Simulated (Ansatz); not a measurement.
Two isomers of CH9NOSi2: A = `CO[SiH](N)[SiH3]`, B = `NC([SiH3])[SiH2]O`.

Calculated with Ansatz (gas phase, PBE0-D4/def2-TZVP geometries, no zero-point term in ΔE). CBS: MP2 limit from def2 TZ/QZ plus the TZ coupled-cluster correction, frozen cores. DFT in def2-TZVPP. B3LYP here is the variant with VWN-RPA as its local correlation; programs differ in this. Each species was taken in one conformer, which may not be the lowest.

A:

Z-matrix (Å, degrees):
```
C
O 1 1.406
H 1 1.098 2 111.7
H 1 1.091 2 108.5 3 119.1
H 1 1.096 2 111.5 3 -121.5
Si 2 1.650 1 123.0 3 56.8
Si 6 2.351 2 110.6 1 -55.6
N 6 1.710 2 116.5 1 64.5
H 6 1.482 2 102.8 1 -177.5
H 7 1.489 6 112.1 2 -33.7
H 7 1.493 6 110.4 2 86.4
H 7 1.488 6 110.4 2 -154.7
H 8 1.005 6 122.5 2 -87.6
H 8 1.007 6 122.6 2 71.8
```

B:

Z-matrix (Å, degrees):
```
C
Si 1 1.881
Si 1 1.873 2 113.8
N 1 1.474 2 109.4 3 -127.4
H 1 1.099 2 104.7 3 116.7
H 2 1.489 1 109.0 3 73.2
H 2 1.485 1 111.2 3 -167.0
H 2 1.489 1 110.0 3 -45.7
O 3 1.654 1 104.8 2 -173.8
H 3 1.491 1 112.3 2 65.5
H 3 1.493 1 110.4 2 -55.6
H 4 1.014 1 110.2 2 175.5
H 4 1.014 1 110.6 2 57.9
H 9 0.957 3 118.2 1 166.4
```

Q: Which isomer does CCSD(T)/CBS put lower? Give the gap. (An estimate is asked.)

A: Ansatz gave: A, by 59.4 kJ/mol.

Q: Give E(B) − E(A) in kJ/mol with r2SCAN-D4, B3LYP-D4, B2PLYP, PBE-D4, ωB97M-V, PBE0-D4, CCSD/def2-TZVPP. (Best estimate.)

A: Computed: r2SCAN-D4 65.2, B3LYP-D4 67.4, B2PLYP 64.6, PBE-D4 64.7, ωB97M-V 56.7, PBE0-D4 64.5, CCSD/def2-TZVPP 61.4. None reverses the order clearly.

Largest T1 diagnostic: 0.012.

In def2-TZVPP, CCSD(T) changes the Hartree–Fock value by −13.5 kJ/mol (the triples alone add −1.5 kJ/mol) and MP2 by −20.2 kJ/mol.
